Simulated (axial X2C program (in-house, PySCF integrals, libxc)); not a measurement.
**RbGe: from the spin-free to the two-component result**

Calculated with an in-house relativistic program for diatomic molecules. Spin-free means the one-electron spin-free X2C Hamiltonian; two-component (2c) means X2C with spin–orbit coupling and atomic mean-field two-electron Coulomb and Gaunt terms, so the difference of the two also holds small scalar two-electron terms. Basis: Rb dyall-cv3z [12s13p8d4f1g], Ge dyall-cv3z [9s9p7d4f1g] (cores contracted in-house); Gaussian nuclei, density fitting, unrestricted open shells. Masses: Rb 84.912 u, Ge 73.921 u.

Spin-free state: M_S = 3/2, Λ = 0 (beyond evenly filled blocks: σα, π+α, π-α); fragments Rb + Ge.

```tsv
level	Re (Å)	ωe (cm⁻¹)	De (eV)	μ (D)
PBE0	3.183	124.1	1.535	-9.63
HF	3.314	119.0	1.094	-11.66
MP2	3.205	128.0	1.441	n/a
CCSD	3.227	126.2	1.412	n/a
CCSD(T)	3.219	126.8	1.430	n/a
LDA	3.110	126.9	1.701	-8.35
```

Correlated methods: 13 electrons correlated (number of frozen shells: Rb 3 s, 2 p, 1 d; Ge 3 s, 2 p, 1 d), 299 virtual spin orbitals or spinors in MP2, 90 natural virtuals in coupled cluster.

Dipoles are positive if Ge is the positive end.

Two-component determinant lowest at the distance of the search:

Ω = 3/2 (⟨Sz⟩ = 1.50, ⟨Lz⟩ = 0.00 at HF); fragments Rb + Ge.

```
  level  Re (Å)  ωe (cm⁻¹)   μ (D)
   PBE0   3.184      124.0   -9.62
     HF   3.314      118.9  -11.66
    MP2   3.206      127.9     n/a
   CCSD   3.228      126.1     n/a
CCSD(T)   3.220      126.7     n/a
    LDA   3.111      126.7   -8.33
```

(1) From the two tables, how do the constants change at the CCSD(T) level (2c against spin-free)?

One determinant describes the state; a PBE0 search over occupations chose it and may have missed a lower one. Dissociation energies refer to the lowest single-determinant-based atoms at the same level and basis. De is not given where an atomic determinant may have missed its ground term or J level, or where the truncated virtual space spoils (T). Density functionals use the spin component along the axis (collinear). Coupled cluster ran in a truncated set of natural virtual spinors; the MP2 energy of the rest was added. (T) has no such correction and the atoms are truncated less, which lowers De at CCSD(T) by a hundredth of an eV or more. Other states lie close and PBE0, whose exact exchange favours high spin, may order them wrongly; the determinant shown need not be the ground state. The nearest other spin-free determinant of the search, M_S = 1/2, Λ = 0, lies 0.50 eV up at the distance of the search. Without a current term, density functionals place determinants with orbital angular momentum somewhat too high. With several unpaired electrons one determinant need not be a pure state. This is the top spin component of a Σ state; components of lower Ω are not single determinants and can lie lower. With the outer-core shells frozen, correlated bond lengths of heavy atoms tend to come out a few hundredths of an ångström too long.

Answers

(1) At the CCSD(T) level Re goes up by 0.001 Å and ωe doesn't move by more than 0.2 cm⁻¹.
